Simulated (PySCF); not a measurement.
# Reading the logs of faulty runs: AlB2ClH3

These are calculations, not measurements. The program is PySCF 2.14.0, an open-source quantum chemistry code, run on an isolated molecule that a program drew, which may never have been made. The molecule is AlB2ClH3 (charge 0, doublet), drawn as the SMILES string `B[B][AlH][Cl]`.

Each row is a Hartree-Fock (HF) and frozen-core CCSD(T) single point in the cc-pV(D+d)Z basis, meant for a local HF minimum. Run 1 is clean. Each other run has one planted mistake out of seven kinds, and not every kind appears here: one electron removed, one electron added, multiplicity raised by two, geometry at a saddle point, minimal basis STO-3G, one bond length entered in bohr, all coordinates scaled. The reference is restricted for singlets and unrestricted otherwise, and also for a bond in bohr. Adding or removing an electron swaps singlet and doublet. Electrons count all cores. HOMO and LUMO are orbital energies over both spins, the gradient is its largest component, and the lowest frequency (negative if imaginary) is given only where the gradient is small. Bond lengths are over the 6 bonds as drawn. T1 is the CCSD diagnostic: over 0.02 (restricted) or 0.045 (unrestricted) a single reference is doubtful.

Geometry of the clean run:
```xyz
7
AlB2ClH3, angstrom
B     0.7527    1.8563    0.4708
B     1.2579    0.3468    0.1251
Al    1.9079   -1.5974   -0.3035
Cl    2.0598   -2.1468   -2.3452
H     0.4758    2.6301   -0.4063
H     0.6486    2.2204    1.6122
H     2.2880   -2.6692    0.7768
```

```
run  electrons  basis functions  <S^2>  HOMO (eV)  LUMO (eV)  gradient (hartree/bohr)  lowest frequency (cm^-1)  mean bond (Å)  longest bond (Å)      T1  HF (hartree)  CCSD(T) (hartree)               mistake
  1         43               89  0.757      -9.02       0.14                  3.8e-05                        89         1.6360             2.120  0.0161    -752.53144         -752.92720              no fault
  2         42               89  0.000     -16.34      -7.08                  5.0e-02                         -         1.6360             2.120  0.0156    -752.23761         -752.61758  one electron removed
  3         43               31  0.759      -6.88       5.16                  3.1e-02                         -         1.6360             2.120  0.0167    -744.06779         -744.19315  minimal basis STO-3G
  4         44               89  0.000      -1.51       5.83                  4.0e-02                         -         1.6360             2.120  0.0182    -752.54975         -752.98841                     ?
  5         43               89  1.446      -9.13      -0.06                  2.2e-02                         -         1.8144             2.273  0.0638    -752.41403         -752.81265                     ?
```

**Which mistake was planted in run 4, and what did it cost?**

It counts 44 electrons, one more than the clean run, at the same geometry and basis. So the mistake is: one electron added. Subtracting run 1 and multiplying by 627.51 kcal/mol a hartree, the energy moved by -11.5 kcal/mol in HF and -38.4 kcal/mol in CCSD(T).

**Which mistake was planted in run 5, and what did it cost?**

The mean bond changes by a factor of 1.109 and the longest by 1.072, so the molecule wasn't scaled as a whole. A length L in bohr read as angstrom grows by (1/0.5292 - 1) L = 0.890 L. The 6 bonds together grew by 6 x 0.1784 = 1.070 Å, which gives L = 1.203 Å. That is the length of one of the B-H bonds, 1.203 Å in the clean geometry. So the mistake is: one bond length entered in bohr. Subtracting run 1 and multiplying by 627.51 kcal/mol a hartree, the energy moved by 73.7 kcal/mol in HF and 71.9 kcal/mol in CCSD(T).

Cautions from the logs. Run 5: T1 is over the limit, so its CCSD(T) energy is less reliable.
